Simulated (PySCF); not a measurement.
Mg(Me) (CH3Mg), SMILES [Mg][CH3], multiplicity 2. Atoms are numbered in the order given.

```xyz
5

Mg     0.0000     0.0000    -0.9682
C      0.0000     0.0000     1.1644
H     -0.8948     0.5166     1.5438
H      0.8948     0.5166     1.5438
H      0.0000    -1.0332     1.5438
```
Charge 0, spin multiplicity 2.

Geometry: PBE-D3(BJ)/def2-TZVP. The spin state was assumed, not searched. The isomer is the one that the SMILES or the coordinates give; other isomers of the formula were not compared.

Method: PBE-D3(BJ)/def2-TZVP in PySCF.

Frequencies are harmonic and unscaled.

Modes within 1.5 cm⁻¹ of each other (mostly degenerate sets) share a row, with their intensities summed.

```csv
mode,ν (cm⁻¹),IR (km/mol),moving atoms (share of kinetic energy)
1,476,14.2,"C 51 %, Mg 38 %, H 11 %"
2–3,493,2.5,"H 86 %, C 12 %"
4,1040,8.2,"H 84 %, C 16 %"
5–6,1388,6.5,H 94 %
7,2953,31.4,H 98 %
8–9,3048,21.6,"H 91 %, C 9 %"
```
